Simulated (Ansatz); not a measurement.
Nb₃Te₆⁺ was relaxed with r2SCAN-D4 (def2-SVP) in Ansatz in these states: charge +1 singlet, charge +1 triplet. The geometries follow in no particular order.

In the def2 sets Nb, Te take a core potential; there is no spin–orbit coupling.

A:

```xyz
9

Nb   -0.165    1.034    0.232
Nb   -0.493   -1.938    0.248
Nb    1.684    1.990   -1.260
Te   -0.336   -0.705    2.591
Te   -0.731    2.782   -1.866
Te    1.441   -0.772   -1.297
Te    1.958    2.503    1.287
Te   -0.695   -4.431    0.201
Te   -2.663   -0.463   -0.135
```

B:

```xyz
9

Nb   -1.0076   -0.6346    0.0963
Nb    2.0158    0.0043    0.1346
Nb   -2.4715    1.3844   -0.5239
Te    0.8617   -0.8073    2.3255
Te   -2.4241   -0.6862   -2.2144
Te    0.1016    2.0106   -0.5119
Te   -2.7052    0.3859    1.9457
Te    4.5100    0.1438    0.2658
Te    1.1192   -1.8009   -1.5178
```

Task: Judge from the bond lengths which geometry belongs to which state (an estimate).

Result: A is the charge +1 triplet (Nb3–Te6 2.773 Å, Nb2–Te6 2.736 Å, Nb1–Nb2 2.991 Å); B is the charge +1 singlet (Nb3–Te6 2.648 Å, Nb2–Te6 2.847 Å, Nb1–Nb2 3.090 Å).

The restricted singlet is unstable towards broken spin symmetry in Hartree–Fock (as tested in another run); at r2SCAN-D4/def2-SVP this wasn't settled. At PBE0-D4/def2-SVP a singlet lies 0.15 eV below the charge +1 triplet. These are the stationary points nearest to one start from a short search; other shapes may lie lower in each state.
